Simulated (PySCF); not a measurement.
**Cost of excited-state runs on `CC[C@H](C#CC#N)C(F)F`, C7H7F2N**

Cartesian coordinates in Å; atom numbers follow the order of the lines, from 1:
```xyz
17

C    -1.433   -1.438   -0.429
C    -1.295   -0.188    0.431
C    -0.084    0.661    0.004
C     1.155   -0.046    0.228
C     2.184   -0.638    0.444
C     3.341   -1.321    0.676
N     4.312   -1.901    0.877
C    -0.056    1.982    0.784
F     0.980    2.756    0.388
F    -1.178    2.697    0.535
H    -0.550   -2.067   -0.341
H    -2.298   -2.014   -0.110
H    -1.565   -1.174   -1.476
H    -2.194    0.424    0.339
H    -1.180   -0.472    1.480
H    -0.165    0.910   -1.063
H     0.021    1.840    1.873
```

PySCF with density fitting, on 1 thread of an Arm Neoverse N1, shared host. Command: `OMP_NUM_THREADS=1 python excited_run.py task.json out`

(1) How long does each of these runs take, and how much memory?
- magnetisability and related constants, BHandHLYP/pcSseg-1; usual settings
- magnetisability and related constants, LDA/MINI; SCF tolerance 1e-06 Eh; guess huckel

Answers

(1) 
| run | level | basis functions | wall time | peak memory (GiB) |
| --- | --- | --- | --- | --- |
| magnetisability and related constants | BHandHLYP/pcSseg-1 | 205 | 73 s | 0.98 |
| magnetisability and related constants | LDA/MINI | 57 | 17 s | 0.49 |

Times from a shared host are rough.
